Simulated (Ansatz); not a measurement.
One change: `C#[C][GeH2][Cl]` becomes `C#[C][GeH2][F]`.

Ansatz, PBE0-D4/def2-TZVP geometries, multiplicity 1. 

Scalar relativity is left out up to krypton.

```
                                      property  `C#[C][GeH2][Cl]`
             HOMO energy (PBE/def2-TZVPP) / eV              -7.26
             LUMO energy (PBE/def2-TZVPP) / eV              -1.74
zero-point energy (PBE0-D4/def2-TZVP) / kJ/mol               95.2
            HOMO energy (PBE0/def2-TZVPP) / eV              -8.51
       HOMO–LUMO gap (ωB97M-V/def2-TZVPP) / eV              11.91
            LUMO energy (PBE0/def2-TZVPP) / eV              -0.83
```

Task: Give the same properties after the change, and the shifts. (Best estimate.)

Result: Computed: 
```
                                      property  `C#[C][GeH2][F]`  shift
             HOMO energy (PBE/def2-TZVPP) / eV             -7.33  -0.07
             LUMO energy (PBE/def2-TZVPP) / eV             -1.73   0.01
zero-point energy (PBE0-D4/def2-TZVP) / kJ/mol              97.6    2.4
            HOMO energy (PBE0/def2-TZVPP) / eV             -8.57  -0.06
       HOMO–LUMO gap (ωB97M-V/def2-TZVPP) / eV             11.98   0.07
            LUMO energy (PBE0/def2-TZVPP) / eV             -0.82   0.01
```
